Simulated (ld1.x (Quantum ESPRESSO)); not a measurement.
# Reading a pseudo-wave (Nd)

Columns: radius, all-electron u(r) and pseudo u(r) of the 5s shell (level -43.36 eV) of neodymium in the configuration [Kr] 4d10 4f4 5s2 5p6 5d0 6s1.5 6p0; PW91, scalar-relativistic, TM scheme, ld1.x (Quantum ESPRESSO) 7.5.

```
r (bohr)  all-electron  pseudo
   0.170        0.3124  0.1620
   0.340       -0.1870  0.3190
   0.510       -0.5125  0.4658
   0.680       -0.1229  0.5975
   0.850        0.3991  0.7085
   1.020        0.7669  0.7925
   1.190        0.9429  0.8429
   1.360        0.9739  0.8546
   1.530        0.9152  0.8258
   1.700        0.8114  0.7609
   1.870        0.6917  0.6701
   2.040        0.5737  0.5671
   2.210        0.4664  0.4652
   2.380        0.3735  0.3734
   2.550        0.2957  0.2957
   2.720        0.2320  0.2320
   2.890        0.1807  0.1807
   3.060        0.1400  0.1400
   3.230        0.1080  0.1080
   3.400        0.0830  0.0830
   3.570        0.0636  0.0636
   3.740        0.0486  0.0486
   3.910        0.0371  0.0371
   4.080        0.0283  0.0283
   4.250        0.0215  0.0215
   4.420        0.0163  0.0163
```

Task: How many radial nodes do the two functions have?

Result: The all-electron 5s function has n − l − 1 = 4 (the table is too coarse to show those close to the nucleus); the pseudo-wave has 0, since the states of the same l below it are removed with the core.

Task: At about which radius was the pseudo-wave matched?

Result: 2.60 bohr. The columns agree to 0.0005 from 2.38 bohr on; several derivatives are matched, so the curves merge somewhat inside the radius.

Task: Where does each function peak?

Result: Outermost all-electron maximum near 1.36 bohr, pseudo maximum near 1.36 bohr (to the table’s step).

Task: Is the pseudo-wave norm-conserving?

Result: Yes: the TM scheme keeps the norm inside the radius equal to the all-electron one, which fixes the energy derivative of the logarithmic derivative at the level.
